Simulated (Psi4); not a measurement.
C2F2N, doublet (typed; the unrestricted solution is spin-contaminated), at a GFN2-xTB geometry, with bond 4-1 at 1.25 times its length; HF/3-21G (Psi4 1.11).

Here is a job for Psi4.
```
memory 2 GB

molecule mol {
0 2
  C     0.002648   -0.068288   -0.335192
  C    -0.007926    0.204371    1.003159
  F     1.103691   -0.189634   -1.050853
  F    -1.359450   -0.282901   -1.238584
  N    -0.016898    0.435715    2.138718
}

set basis 3-21g
set reference uhf
set stability_analysis follow
set scf_type pk

energy('scf')
print_variables()
```

Q: Write the output that Psi4 gives for this input, abridged.

A: 
```
   => Loading Basis Set <=

    Name: 3-21G
    Role: ORBITAL
    Keyword: BASIS

         ---------------------------------------------------------
                                   SCF
               by Justin Turney, Rob Parrish, Andy Simmonett
                          and Daniel G. A. Smith
                              UHF Reference
         ---------------------------------------------------------

  ==> Geometry <==

    Molecular point group: c1
    Full point group: C1

    Geometry (in Angstrom), charge = 0, multiplicity = 2:

       Center              X                  Y                   Z               Mass
    ------------   -----------------  -----------------  -----------------  -----------------
         C            0.070529324505    -0.051931855184    -0.262410086541    12.000000000000
         C            0.059955324505     0.220727144816     1.075940913459    12.000000000000
         F            1.171572324505    -0.173277855184    -0.978071086541    18.998403162730
         F           -1.291568675495    -0.266544855184    -1.165802086541    18.998403162730
         N            0.050983324505     0.452071144816     2.211499913459    14.003074004430

  Running in c1 symmetry.

  Rotational constants: A =      0.29696  B =      0.12605  C =      0.08849 [cm^-1]
  Rotational constants: A =   8902.64340  B =   3778.86612  C =   2652.83068 [MHz]
  Nuclear repulsion =  139.762268426984605

  Charge       = 0
  Multiplicity = 2
  Electrons    = 37
  Nalpha       = 19
  Nbeta        = 18

  ==> Algorithm <==

  SCF Algorithm Type is PK.
  DIIS enabled.
  MOM disabled.
  Fractional occupation disabled.
  Guess Type is SAD.
  Energy threshold   = 1.00e-06
  Density threshold  = 1.00e-06
  Integral threshold = 1.00e-12

  ==> Primary Basis <==

  Basis Set: 3-21G
    Blend: 3-21G
    Number of shells: 25
    Number of basis functions: 45
    Number of Cartesian functions: 45
    Spherical Harmonics?: false
    Max angular momentum: 1

  ==> Integral Setup <==

  Using in-core PK algorithm.
   Calculation information:
      Number of atoms:                   5
      Number of AO shells:              25
      Number of primitives:             45
      Number of atomic orbitals:        45
      Number of basis functions:        45

      Integral cutoff                 1.00e-12
      Number of threads:                 1

  Performing in-core PK
  Using 1072260 doubles for integral storage.
  We computed 41899 shell quartets total.
  Whereas there are 52975 unique shell quartets.

  ==> DiskJK: Disk-Based J/K Matrices <==

    J tasked:                  Yes
    K tasked:                  Yes
    wK tasked:                  No
    Schwarz Cutoff:          1E-12

  Minimum eigenvalue in the overlap matrix is 4.8240390723E-03.
  Reciprocal condition number of the overlap matrix is 1.4302739838E-03.
    Using symmetric orthogonalization.

  ==> Pre-Iterations <==

  SCF Guess: Superposition of Atomic Densities via on-the-fly atomic UHF (no occupation information).

   -------------------------
    Irrep   Nso     Nmo
   -------------------------
     A         45      45
   -------------------------
    Total      45      45
   -------------------------

  ==> Iterations <==

                        Total Energy        Delta E     RMS |[F,P]|

   @UHF iter SAD:  -325.77629212361262   -3.25776e+02   0.00000e+00
   @UHF iter   1:  -326.92093342607654   -1.14464e+00   1.27497e-02 DIIS/ADIIS
   @UHF iter   2:  -326.98375432959131   -6.28209e-02   1.28587e-02 DIIS/ADIIS
   @UHF iter   3:  -327.12166480151677   -1.37910e-01   1.64252e-03 DIIS/ADIIS
   @UHF iter   4:  -327.12936442787293   -7.69963e-03   9.99817e-04 DIIS/ADIIS
   @UHF iter   5:  -327.13255229745062   -3.18787e-03   5.97964e-04 DIIS/ADIIS
   @UHF iter   6:  -327.13438712457616   -1.83483e-03   4.34852e-04 DIIS/ADIIS
   @UHF iter   7:  -327.13564175286490   -1.25463e-03   3.66301e-04 DIIS/ADIIS
   @UHF iter   8:  -327.13745031853864   -1.80857e-03   2.90700e-04 DIIS/ADIIS
   @UHF iter   9:  -327.13914946924649   -1.69915e-03   2.04848e-04 DIIS/ADIIS
   @UHF iter  10:  -327.13982815292667   -6.78684e-04   1.19889e-04 DIIS/ADIIS
   @UHF iter  11:  -327.14001382459298   -1.85672e-04   5.33934e-05 DIIS
   @UHF iter  12:  -327.14004564022048   -3.18156e-05   2.81721e-05 DIIS
   @UHF iter  13:  -327.14005042255815   -4.78234e-06   1.48395e-05 DIIS
   @UHF iter  14:  -327.14005233685958   -1.91430e-06   8.27811e-06 DIIS
   @UHF iter  15:  -327.14005291591940   -5.79060e-07   5.60065e-06 DIIS
   @UHF iter  16:  -327.14005320758292   -2.91664e-07   3.32571e-06 DIIS
   @UHF iter  17:  -327.14005334743888   -1.39856e-07   1.65559e-06 DIIS
   @UHF iter  18:  -327.14005336968273   -2.22439e-08   9.10970e-07 DIIS
  Energy and wave function converged.

    Wavefunction stable under totally symmetric rotations.
    Lowest totally symmetric eigenvalue: 0.135049
    Lowest UHF->UHF stability eigenvalues:
       A 0.135049

    Stability analysis over.

  ==> Post-Iterations <==

   @Spin Contamination Metric:   3.820727240E-01
   @S^2 Expected:                7.500000000E-01
   @S^2 Observed:                1.132072724E+00
   @S   Expected:                5.000000000E-01
   @S   Observed:                5.000000000E-01

    Orbital Energies [Eh]
    ---------------------

    Alpha Occupied:

       1A    -26.268126     2A    -26.204386     3A    -15.593448
       4A    -11.438400     5A    -11.272872     6A     -1.711962
       7A     -1.534813     8A     -1.334499     9A     -1.079191
      10A     -0.836022    11A     -0.797172    12A     -0.760573
      13A     -0.664677    14A     -0.650877    15A     -0.638943
      16A     -0.610123    17A     -0.604422    18A     -0.552035
      19A     -0.447777

    Alpha Virtual:

      20A      0.083864    21A      0.185745    22A      0.225892
      23A      0.400890    24A      0.464795    25A      0.634529
      26A      0.839786    27A      0.907728    28A      0.983239
      29A      1.003644    30A      1.056258    31A      1.083459
      32A      1.294311    33A      1.399728    34A      1.450189
      35A      1.501283    36A      1.877280    37A      2.152187
      38A      2.271574    39A      2.308703    40A      2.387898
      41A      2.411673    42A      2.465056    43A      3.170569
      44A      3.813236    45A      4.019610

    Beta Occupied:

       1A    -26.263331     2A    -26.217926     3A    -15.564231
       4A    -11.402639     5A    -11.294249     6A     -1.696207
       7A     -1.581845     8A     -1.286847     9A     -1.020988
      10A     -0.828450    11A     -0.767072    12A     -0.727831
      13A     -0.677283    14A     -0.656606    15A     -0.656578
      16A     -0.584190    17A     -0.543953    18A     -0.538433

    Beta Virtual:

      19A      0.058397    20A      0.110235    21A      0.225376
      22A      0.316069    23A      0.407057    24A      0.492662
      25A      0.647031    26A      0.886024    27A      0.886373
      28A      0.994221    29A      1.023397    30A      1.065006
      31A      1.112847    32A      1.315098    33A      1.493725
      34A      1.508359    35A      1.525315    36A      1.880910
      37A      2.169123    38A      2.268108    39A      2.320683
      40A      2.346963    41A      2.386357    42A      2.464537
      43A      3.205139    44A      3.797750    45A      4.030677

    Final Occupation by Irrep:
              A
    DOCC [    18 ]
    SOCC [     1 ]
    NA   [    19 ]
    NB   [    18 ]

  @UHF Final Energy:  -327.14005336968273

   => Energetics <=

    Nuclear Repulsion Energy =            139.7622684269846047
    One-Electron Energy =                -728.4956752998889442
    Two-Electron Energy =                 261.5933535032215786
    Total Energy =                       -327.1400533696827324

  UHF NO Occupations:
  HONO-2 :   17  A 1.9294402
  HONO-1 :   18  A 1.9185182
  HONO-0 :   19  A 1.0000000
  LUNO+0 :   20  A 0.0814818
  LUNO+1 :   21  A 0.0705598
  LUNO+2 :   22  A 0.0393812
  LUNO+3 :   23  A 0.0036860

Computation Completed

Properties will be evaluated at   0.000000,   0.000000,   0.000000 [a0]

Properties computed using the SCF density matrix

 Multipole Moments:

 ------------------------------------------------------------------------------------
     Multipole            Electronic (a.u.)      Nuclear  (a.u.)        Total (a.u.)
 ------------------------------------------------------------------------------------

 L = 1.  Multiply by 2.5417464519 to convert [e a0] to [Debye]
 Dipole X            :          0.0711298            0.1130510            0.1841808
 Dipole Y            :         -0.4344686            0.4135956           -0.0208730
 Dipole Z            :         -2.1385416            2.0160086           -0.1225330
 Magnitude           :                                                    0.2221994

 ------------------------------------------------------------------------------------

  Variable Map:
  ----------------------------------------------------------------------------
  "CURRENT ENERGY"           =>    -327.140053369683
  "CURRENT REFERENCE ENERGY" =>    -327.140053369683
  "DD SOLVATION ENERGY"      =>       0.000000000000
  "HF KINETIC ENERGY"        =>     325.791259089752
  "HF POTENTIAL ENERGY"      =>    -652.931312459434
  "HF TOTAL ENERGY"          =>    -327.140053369683
  "HF VIRIAL RATIO"          =>       2.004140056684
  "NUCLEAR REPULSION ENERGY" =>     139.762268426985
  "ONE-ELECTRON ENERGY"      =>    -728.495675299889
  "PCM POLARIZATION ENERGY"  =>       0.000000000000
  "PE ENERGY"                =>       0.000000000000
  "SCF ITERATION ENERGY"     =>    -327.140053369683
  "SCF ITERATIONS"           =>      18.000000000000
  "SCF TOTAL ENERGY"         =>    -327.140053369683
  "TWO-ELECTRON ENERGY"      =>     261.593353503222

  Array Variable Map:
  ----------------------------------------------------------------------------
  "CURRENT DIPOLE"           =>       0.184180784138 ... -0.122532970541 1 by 3
  "SCF DIPOLE"               =>       0.184180784138 ... -0.122532970541 1 by 3
  "SCF STABILITY EIGENVALUES" =>       0.135049148587 ... 0.135049148587 1 by 1
  "SCF TOTAL ENERGIES"       =>    -325.776292123613 ... -327.140053369683 1 by 19
```
